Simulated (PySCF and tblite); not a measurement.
Values are calculated unless marked as measured or tabulated.
System: C₆H₁₁N, numbered as in [CH2:1]=[CH:2][CH2:3][C@H:4]1[CH2:5][CH2:6][NH:7]1.

Two runs for the pyramidal inversion at N7 on the same GFN2-xTB geometries. The first, PBE0/pcSseg-1 + D3(BJ), gave a barrier of 4.6 kcal/mol. The second was started with:

```json
{"job": {"kind": "nmr", "xc": "PBE0", "basis": "pcSseg-1", "scf": {"conv": 0.01, "max_cycle": 60}, "pop": false}, "charge": 0, "multiplicity": 1}
```

```
final grid: 137336 points
cycle   1  E = -289.5156067257  dE =  8.632e-01  |g| = 4.113e-01  |ddm| = 3.687e+00
cycle   2  E = -289.5131736689  dE =  2.433e-03  |g| = 4.442e-01  |ddm| = 8.291e-01
cycle   3  E = -289.5605276027  dE = -4.735e-02  |g| = 5.820e-02  |ddm| = 4.367e-01
cycle   4  E = -289.5610784884  dE = -5.509e-04  |g| = 2.430e-02  |ddm| = 6.119e-02
converged SCF energy = -289.5610784884

GIAO shielding tensors (ppm)
atom      isotropic    diamagn.    paramagn.     s11        s22        s33       span
  0 C       62.470     254.251    -191.781    -50.496     81.502    156.405    206.900
  1 C       39.131     256.945    -217.814    -79.977     41.546    155.824    235.801
  2 C      136.796     248.976    -112.180    119.639    137.716    153.033     33.394
  3 C      126.912     246.691    -119.778    110.575    121.911    148.251     37.676
  4 C      159.784     253.039     -93.255    145.035    155.433    178.884     33.849
```

(1) What is wrong with the second run, and what did it give?

Answers

(1) Its fault: SCF threshold far too loose. It ran through; the barrier from its energies is 4.6 kcal/mol, off by 0.0.
